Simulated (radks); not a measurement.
The numbers below are computed, except where a source is named.
Species: Si2+. Configuration: [Ne] 3s2.

Level of theory: non-relativistic Kohn-Sham, RPBE, spin-polarised, spherical densities, point nucleus (a radial shooting solver on a logarithmic mesh with Libxc functionals).

Energy parts (hartree):
part                      energy
total                 -288.45507
kinetic                288.06382
electron-nucleus      -678.29058
Hartree                121.98765
exchange-correlation   -20.21595

Orbitals (lengths in bohr, moments of r in powers of bohr; r(max) is where P^2 peaks; r(90%) holds 90 % of the orbital's charge):
orbital	occ.	eigenvalue (hartree)	r(max)	<r^4>	r(90%)
1s	2	-66.28277	0.07295	0.0007261	0.199
2s	2	-5.89101	0.4557	0.2750	0.895
2p	6	-4.29591	0.3884	0.2919	0.900
3s	2	-1.04407	1.707	30.85	2.92

The highest occupied level is 3s at -28.411 eV. Summed over all electrons, <r^2> = 11.80 bohr^2, which gives a Langevin (diamagnetic) susceptibility term of -9.34 x 10^-6 cm^3/mol. Virial ratio -V/T = 2.00136.
